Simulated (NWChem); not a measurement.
**Correlation energy of BN**

SMILES: [B]=[N]
```xyz
2

B      0.0000     0.0000     0.7682
N      0.0000     0.0000    -0.5487
```
Charge 0, spin multiplicity 3.

Program: NWChem. Structure: optimised with UPBE0/def2-SVP, a minimum by its harmonic frequencies.

Basis set: cc-pVTZ. Each correlation energy counts from its own Hartree-Fock reference.

The correlated methods keep 2 core orbitals frozen. This spin state was chosen for the runs; another may lie lower. The structure started from a generated list of species. The unpaired electrons of the parent sit in orbitals of symmetry a1 and b1 (C2v labels of the run); other states weren't searched. No SCF solution was tested for a lower state. Open-shell Hartree-Fock references start from PBE0 orbitals. Coupled-cluster values serve here as a point of comparison, not as the truth.

Question: Order these methods by the correlation energy they give, lowest first: CCSD on UHF, CCSD on ROHF, CCSD[T] on ROHF, CCSD(T) on ROHF.

Answer: CCSD[T] on ROHF (-258.6 mHa), CCSD(T) on ROHF (-257.0 mHa), CCSD on ROHF (-243.3 mHa), CCSD on UHF (-238.8 mHa)
